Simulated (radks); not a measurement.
Results of a calculation; reference values are marked as such.
Q: The cobalt ion Co13+ is in [Ne] 3s2 3p2. Code: a radial shooting solver on a logarithmic mesh with Libxc functionals. Model: non-relativistic Kohn-Sham, PBE, spin-polarised, spherical densities, point nucleus. Open shells are filled with parallel spins first. One electron is removed from 3p, 3s, 2p, 2s in turn, with full relaxation. Which removal costs least, and what does each cost?

A: 3p 408.19 eV; 3s 435.10 eV; 2p 1206.0 eV; 2s 1314.0 eV. The 3p electron leaves first.
